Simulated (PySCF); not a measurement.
**Energy profile**

The step: Si₂H₆O ([SiH3][O][SiH3]) + HCl → Si₂H₅ClO ([SiH3][O][SiH2][Cl]) + H₂; bonds formed: Si1–Cl8, H2–H7; bonds broken: Si1–H2, H7–Cl8 (atoms numbered as in the saddle structure below).

```xyz
11
angstrom
Si -0.7710 0.9282 -0.4558
H 0.2738 2.0781 -1.1881
O -0.4888 -0.6516 -0.4054
Si 0.3355 -1.7970 0.4741
H -1.4858 1.0755 -1.7504
H -1.5078 1.6443 0.5949
H 0.7546 1.9241 -0.4499
Cl 1.2526 1.2620 1.0738
H 0.1397 -1.5921 1.9269
H 1.7691 -1.7834 0.1118
H -0.2720 -3.0880 0.0680
```

Electronic energies by CCSD(T) at an estimated basis limit (MP2 extrapolated from triple and quadruple zeta, plus CCSD(T) − MP2 in triple zeta), on PBE0-D4/def2-TZVP structures; Si$_{2}$H$_{7}$ClO, singlet; no counterpoise correction. Program: PySCF 2.14 with density fitting (its default auxiliary sets; JK sets also for MP2 and CCSD(T)). Basis: def2-TZVPP and def2-QZVPP. Cores are frozen in the correlated methods. Extrapolation: Hartree–Fock as exp(−7.88 √X), correlation as X^−2.97.

Give the profile in kJ/mol, counted from the separated reactants. (An estimate is asked for; the value comes from the calculation.)

Computed:
```tsv
point	kJ/mol
separated: Si$_{2}$H$_{6}$O (linked as [SiH3][O][SiH3]; Si1, H2, O3, Si4, H5, H6, H9, H10, H11; singlet) + HCl (H7, Cl8; singlet)	0.0
start structure	-8.4
saddle	132.2
end structure	-94.4
separated: Si$_{2}$H$_{5}$ClO (linked as [SiH3][O][SiH2][Cl]; Si1, O3, Si4, H5, H6, Cl8, H9, H10, H11; singlet) + H$_{2}$ (H2, H7; singlet)	-92.5
```

The T1 diagnostic stays at or below 0.013.

For scale, one of the runs: CCSD(T)/def2-TZVPP, 255 basis functions, launched by `OMP_NUM_THREADS=4 python run.py`. Hardware: 4 CPU threads of an Intel Xeon, shared host. Wall time 35 min; peak host memory 5.4 GiB.
